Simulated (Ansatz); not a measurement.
`[Cl][Hf]([Cl])([Cl])[Br]` + `[F][Ge][SH]` → `[SH][Hf]([Cl])([Cl])[Cl]` + `[F][Ge][Br]` at 600 K and 1 bar (redistribution).

Calculated with Ansatz (gas phase, PBE0-D4/def2-TZVP geometries, no zero-point term in ΔE). CCSD(T)/CBS adds triple-zeta CCSD(T) − MP2 to the extrapolated MP2 energy (def2 sets, frozen cores). def2 core potentials past Kr. For Br, Ge, Hf outer-core shells are correlated without core-valence functions, which leaves a few kJ/mol of doubt a bond. Scalar relativity is left out up to krypton. Each species was taken in one conformer, which may not be the lowest.

| species | CCSD(T)/CBS energy (Eh) | H − E (kJ/mol) | S (J/(mol·K)) |
| --- | --- | --- | --- |
| `[Cl][Hf]([Cl])([Cl])[Br]` | -4000.86634 | 66.2 | 470.3 |
| `[F][Ge][SH]` | -2574.33845 | 64.0 | 342.3 |
| `[SH][Hf]([Cl])([Cl])[Cl]` | -1825.89364 | 93.0 | 498.2 |
| `[F][Ge][Br]` | -4749.29775 | 36.2 | 338.9 |

H − E and S are ideal-gas, rigid-rotor, harmonic terms from PBE0-D4/def2-TZVP, for one conformer and one mirror image of each species. 1 Eh = 2625.50 kJ/mol, R = 8.31446 J/(mol·K).

Task: By hand: ΔE, ΔH, ΔS and ΔG.

Result: ΔE = (-1825.89364) + (-4749.29775) − (-4000.86634) − (-2574.33845) = 0.01340 Eh = 35.2 kJ/mol. Δ(H − E) = 93.0 + 36.2 − 66.2 − 64.0 = -1.0, so ΔH = 34.2 kJ/mol. ΔS = 498.2 + 338.9 − 470.3 − 342.3 = 24.5 J/(mol·K). ΔG = 34.2 − 600 × (24.5)/1000 = 19.5 kJ/mol.

Task: By hand: the equilibrium constant, and the temperature at which ΔG would vanish if ΔH and ΔS stayed fixed.

Result: log₁₀ K = −ΔG/(RT ln 10) = -1.7. ΔG = 0 at ΔH/ΔS = 1396 K.

TΔS isn't small against ΔH here. A doubt of 5 kJ/mol in ΔE shifts log₁₀ K by 0.4 here. Other conformers and mirror images would add mixing entropy, several J/(mol·K) or more a flexible species. These are equilibria of isolated gas molecules and say nothing of rates. Largest T1 diagnostic: 0.015 (customary marks: 0.02 for closed shells, 0.045 for open ones).
